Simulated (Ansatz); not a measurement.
Input file for Ansatz (a program for electronic structure): U-B2PLYP/def2-TZVPP on GeC, 2S+1 = 3, a spin state set in the input, which need not be the lowest, a point of a bond scan (R = 1.803 Å).

Ansatz 0.2 input:
```yaml
crystal:
  periodic: [false, false, false]
  atoms:
    - {symbol: C, position_ang: [0.00000000, 0.00000000, 0.00000000]}
    - {symbol: Ge, position_ang: [0.00000000, 0.00000000, 1.80251200]}
basis:
  gaussian:
    orbitals: def2-TZVPP
    pivot_positions_ang: [[0.00000000, 0.00000000, 0.00000000], [0.00000000, 0.00000000, 1.80251200]]
hamiltonian:
  xc: {name: B2PLYP}
magnetization: {spin_polarized: true, initial_magnetization: 2}
correlation: {electrons: valence}
output: {orbitals: {seedname: ./end}}
```

Program output:

```
WARN ansatz: RAYON_NUM_THREADS=2 ignored (pool sized by the plan → 2); use --threads N
Functional definition: B2PLYP
integrals: 0.03 GiB planned
546 factors; integrals over basis functions are off by at most 3.9e-4 eV
mean field: 0.30 GiB planned
mean field evaluation 1: about -57531.8174 eV, gradient 2.5e1 eV
mean field evaluation 2: about -57531.8729 eV, gradient 2.5e1 eV
mean field evaluation 4: about -57535.6891 eV, gradient 2.6e0 eV
mean field evaluation 8: about -57535.8371 eV, gradient 5.3e-1 eV
mean field evaluation 16: about -57535.9008 eV, gradient 5.9e-3 eV
mean field evaluation 32: about -57535.8608 eV, gradient 1.6e0 eV
mean field -57535.90085036 eV, -2114.4053570163 hartree, gradient 4.4e-6 eV, S^2 2.228339; 4 other end points of the search recorded, 0 dependent functions left out
10 core orbitals not correlated
reference -57535.90095902 eV, -2114.4053610096 hartree; 10, 8 occupied and 59, 61 virtual orbitals, 546 factors
second order -10.91761029 eV of doubles, -0.00000000 eV of singles
Total energy: -57538.84871380 eV, -2114.5136889997 hartree
```

Self-consistency was reached. Its determinant has ⟨S²⟩ = 2.23, a mixture of spin states.

Cost: about 6 core-seconds (a rough figure).
